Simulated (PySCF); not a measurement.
# Ruthenium: a sound run and one with changed settings

Sound run: Ru⁺ [Kr] 4d7, Ru²⁺ [Kr] 4d6. All numbers are calculated (PySCF 2.14, a scalar-relativistic core potential, in def2-SVP with the def2 core potential (28 electrons) (5s3p2d1f, 31 functions)). The sound run starts from symmetry-adapted Hartree-Fock orbitals and uses a fine grid where one is needed.

Changed run: initial guess minao, at most 5 SCF cycles. This setting is unsound on purpose.

```json
{"species": "Ru⁺", "method": "UHF", "sound run (hartree)": "-93.86585", "changed run (hartree)": "-93.85922", "converged": "no"}
{"species": "Ru⁺", "method": "TPSS", "sound run (hartree)": "-94.47411", "changed run (hartree)": "-94.47396", "converged": "no"}
{"species": "Ru⁺", "method": "MN15", "sound run (hartree)": "-94.29371", "changed run (hartree)": "-94.29493", "converged": "no"}
{"species": "Ru²⁺", "method": "UHF", "sound run (hartree)": "-93.31788", "changed run (hartree)": "-93.31788", "converged": "no"}
{"species": "Ru²⁺", "method": "TPSS", "sound run (hartree)": "-93.85421", "changed run (hartree)": "-93.85421", "converged": "no"}
{"species": "Ru²⁺", "method": "MN15", "sound run (hartree)": "-93.67718", "changed run (hartree)": "-93.67718", "converged": "no"}
```

The SCF was stopped early; the energies are upper bounds that still move, and correlated levels were skipped or rest on poor orbitals.
